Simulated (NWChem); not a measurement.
## Total energies of CH₃Si

SMILES: C=[SiH]
```xyz
5

C      0.3487     1.0468     0.0000
Si    -0.2759    -0.5491     0.0000
H     -0.2837     1.9385     0.0000
H      1.4317     1.2223     0.0000
H      0.6217    -1.7543     0.0000
```
Charge 0, spin multiplicity 2.

The numbers come from NWChem runs, not from measurements. Structure: optimised with UPBE0/def2-SVP, a minimum by its harmonic frequencies.

Basis set: def2-TZVP (86 functions).

| method | total energy (Ha) | relative cost |
|---|---|---|
| UHF | -328.47272 | 1 |
| UMP2 | -328.70938 | under 3 |
| UB2PLYP | -329.14910 | under 3 |
| UPBE | -329.10841 | under 3 |
| UB3LYP | -329.33802 | under 3 |
| UPBE0 | -329.13842 | under 3 |

Total energies of different functionals aren't comparable as a measure of quality: only differences taken within one method are. Costs are rough ratios of processor time within this set of runs, SCF included, with UHF as 1.

The correlated methods keep 6 core orbitals frozen. B3LYP has NWChem's definition, with VWN1-RPA local correlation. The structure started from a generated list of species. The unpaired electrons of the parent sit in orbitals of symmetry a' (Cs labels of the run); other states weren't searched. The stability of the SCF solutions was not checked. Open-shell Hartree-Fock references start from PBE0 orbitals; any time given for them includes that run.
